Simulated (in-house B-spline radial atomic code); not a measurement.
A fraction x of an electron is removed from 4d in the cadmium ion Cd⁴⁺, starting from [Kr] 4d8 and keeping the highest spin. Computed with an all-electron radial atomic-structure program (B-spline basis): scalar-relativistic (X2C) TPSS, spin-polarised, spherical fractional occupations, Fermi nucleus of rms radius 4.6087 fm.

```csv
x,E(x) - E(0) (eV),4d down level (eV)
0,0.0000,-61.461
0.08,4.9703,-62.799
0.15,9.4074,-63.975
0.3,19.1935,-66.511
0.44,28.6720,-68.898
0.5,32.8367,-69.927
0.51,33.5369,-70.099
0.69,46.4339,-73.207
0.8,54.5918,-75.120
1,69.9660,-78.627
```

The exact functional would give a straight line between the two integer points. Deviations E(x) - E(0) - x[E(1) - E(0)], in eV: -0.627 at x = 0.08, -1.087 at x = 0.15, -1.796 at x = 0.3, -2.113 at x = 0.44, -2.146 at x = 0.5, -2.146 at x = 0.51, -1.843 at x = 0.69, -1.381 at x = 0.8.

The curve lies below the straight line by up to 2.146 eV (at x = 0.5): convex, the delocalisation error that favours fractional charges.

Task: How well does Slater's transition state (minus the level at half occupation) give the ionisation energy?

Result: It gives 69.927 eV against 69.966 eV from the two total energies; NIST lists 67.90 eV, ground level to ground level.
